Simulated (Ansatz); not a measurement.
`[NH2][Al]([OH])[SH]` at its PBE0-D4/def2-TZVP geometry, where that method's forces vanish. Total charge 0; spin multiplicity 1.

```xyz
8

N    -0.9169    0.5217    1.1572
Al    0.1724   -0.0556   -0.1003
O    -0.3408   -0.5423   -1.6383
S     2.3092   -0.1678    0.3059
H    -1.9155    0.6105    1.0729
H    -0.6174    0.8126    2.0733
H    -1.2461   -0.5414   -1.9411
H     2.5551   -0.6377   -0.9296
```

(1) What forces (eV/Å) does ωB97M-V/def2-TZVPP give on these atoms in Ansatz? (An estimate is asked.)

Answers

(1) Computed: 
```
N1  -0.016  0.007  0.013
Al2  0.064  0.004  0.042
O3  -0.073 -0.009 -0.053
S4   0.026 -0.031 -0.080
H5   0.020  0.009  0.031
H6  -0.035 -0.001 -0.014
H7   0.031 -0.010 -0.018
H8  -0.018  0.031  0.081
```
